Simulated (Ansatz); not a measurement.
Computed with Ansatz on PBE0-D4/def2-TZVP structures; ΔE is electronic, products minus reactants. CBS: MP2 limit from def2 TZ/QZ plus the TZ coupled-cluster correction, frozen cores. This one scheme is used for every species. DFT in def2-TZVPP. B3LYP here is the variant with VWN-RPA as its local correlation; programs differ in this. Each species was taken in one conformer, which may not be the lowest.

`CCCCCC(C)(C)C` + `BN(B)C` → `BN(B)CC` + `CCCCC(C)(C)C`  (formal exchange of groups at a C–C bond)

`CCCCCC(C)(C)C`:

Cartesian coordinates in Å:
```
C -1.960 -0.195 2.641
C -0.697 -1.039 2.611
C -0.534 -1.863 1.337
C -0.505 -1.061 0.040
C 0.638 -0.060 -0.026
C 0.787 0.732 -1.332
C 1.053 -0.201 -2.511
C -0.468 1.558 -1.608
C 1.975 1.677 -1.175
H -1.955 0.570 1.861
H -2.850 -0.813 2.489
H -2.071 0.317 3.599
H -0.699 -1.723 3.466
H 0.177 -0.394 2.750
H -1.355 -2.588 1.281
H 0.388 -2.452 1.412
H -0.426 -1.766 -0.794
H -1.462 -0.546 -0.092
H 1.581 -0.590 0.163
H 0.532 0.664 0.791
H 1.237 0.374 -3.422
H 1.932 -0.825 -2.326
H 0.205 -0.862 -2.706
H -0.695 2.219 -0.766
H -0.330 2.183 -2.495
H -1.340 0.925 -1.785
H 2.896 1.120 -0.979
H 1.819 2.369 -0.342
H 2.128 2.271 -2.081
```

`BN(B)C`:

Cartesian coordinates in Å:
```
B -0.763 0.893 -0.940
N -0.020 0.147 0.009
B 0.588 0.791 1.119
C 0.134 -1.301 -0.141
H -1.266 0.326 -1.868
H -0.871 2.072 -0.791
H 1.211 0.135 1.905
H 0.465 1.971 1.245
H 1.188 -1.570 -0.220
H -0.382 -1.640 -1.038
H -0.284 -1.824 0.721
```

`BN(B)CC`:

Z-matrix (Å, degrees):
```
C
C 1 1.515
N 1 1.468 2 111.8
H 1 1.092 2 110.1 3 -120.8
H 1 1.092 2 110.1 3 120.8
H 2 1.092 1 110.8 3 180.0
H 2 1.093 1 110.7 3 -59.9
H 2 1.093 1 110.7 3 59.9
B 3 1.418 1 119.5 2 -89.6
B 3 1.418 1 119.5 2 89.0
H 9 1.199 3 119.1 1 -1.6
H 9 1.193 3 119.2 1 178.6
H 10 1.199 3 119.1 1 1.7
H 10 1.193 3 119.2 1 -178.6
```

`CCCCC(C)(C)C`:

```xyz
26

C    -0.489   -3.081   -1.923
C     0.297   -2.317   -0.873
C    -0.231   -0.910   -0.641
C     0.565   -0.156    0.412
C     0.121    1.279    0.727
C     0.219    2.163   -0.514
C     1.051    1.833    1.803
C    -1.312    1.300    1.256
H    -0.460   -2.567   -2.889
H    -1.540   -3.178   -1.635
H    -0.092   -4.088   -2.072
H     1.351   -2.261   -1.170
H     0.280   -2.868    0.074
H    -1.284   -0.972   -0.345
H    -0.212   -0.364   -1.591
H     1.618   -0.126    0.101
H     0.545   -0.732    1.346
H    -0.023    3.201   -0.267
H     1.232    2.146   -0.928
H    -0.471    1.841   -1.296
H     0.779    2.859    2.067
H     1.004    1.228    2.713
H     2.090    1.839    1.459
H    -2.027    0.966    0.500
H    -1.417    0.651    2.130
H    -1.597    2.312    1.555
```

```
          level  ΔE (kcal/mol)
         r2SCAN           -3.8
          B3LYP           -4.1
CCSD/def2-TZVPP           -3.2
 MP2/def2-QZVPP           -3.2
```

(1) What does CCSD(T)/CBS give? (An estimate is asked.)

Largest T1 diagnostic among the species: 0.011.

## Answers

(1) The calculation gave: -3.2 kcal/mol. The listed levels differ from it by -0.6, -0.9, 0.0, 0.0 kcal/mol.

The D4 term adds +0.8 kcal/mol with B3LYP and +0.5 kcal/mol with PBE0; it sums over pairs of atoms, weighted by their polarisabilities, and B3LYP, whose exchange is more repulsive, gets the larger term. In def2-TZVPP, CCSD(T) changes the Hartree–Fock value by +1.3 kcal/mol (the triples alone add +0.1 kcal/mol) and MP2 by +1.3 kcal/mol.
